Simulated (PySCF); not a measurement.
## Computed properties of MoO2FBr, SMILES [Mo]([F])(=[O])([Br])=[O], multiplicity 1

MoO2FBr, SMILES [Mo](=[O])([F])([Br])=[O], multiplicity 1. Geometry: B3LYP-D3(BJ)/def2-SVP. The multiplicity is an assumed one; no other spin state was optimised. The structure was generated by enumeration; whether it is a known compound was not checked. The def2 effective core potentials stand for the cores of Mo; spin–orbit coupling is left out. The values are those of a single conformer. All values are computed for the isolated molecule unless a solvent is named; none is compared with measurement here.

**Structure.** The optimised structure has Cs symmetry. All 9 harmonic modes at B3LYP-D3(BJ)/def2-SVP (PySCF) are real, so it is a minimum. With heavy atoms numbered as in [Mo:1](=[O:2])(=[O:3])([F:4])[Br:5], the shortest bond between them is Mo1–O3 at 1.674 Å and the longest Mo1–Br5 at 2.417 Å.

**Vibrations.** The strongest infrared lines (harmonic, unscaled, degenerate partners summed) lie at 1039 cm⁻¹ (172 km/mol, O 81 %, Mo 19 %), 720 cm⁻¹ (114 km/mol, F 81 %, Mo 18 %), 1063 cm⁻¹ (108 km/mol, O 88 %, Mo 12 %). The softest mode is at 136 cm⁻¹ and the zero-point energy is 6.1 kcal/mol.

**Electronic structure.** CAM-B3LYP/def2-TZVP (PySCF) places the frontier levels at -10.79 and -2.73 eV, a gap of 8.06 eV, and gives a dipole moment of 1.28 D and a mean polarisability of 60.2 bohr³. PBE/def2-TZVP (PySCF) at the same geometry gives -8.11 and -4.35 eV, so its gap is 4.30 eV narrower. An orbital gap is neither the optical nor the fundamental gap.

**Excitations.** TDDFT-M06-2X/def2-SVPD (PySCF) has S1 at 4.43 eV (280 nm, f = 0.001, dark); the most intense of the 10 singlets computed lies at 5.68 eV (f = 0.03). T1 (TDA) is at 4.12 eV. TDDFT-PBE/def2-SVPD (PySCF) puts S1 at 3.79 eV. No vertical singlet excitation falls in the visible range (under 3.1 eV).
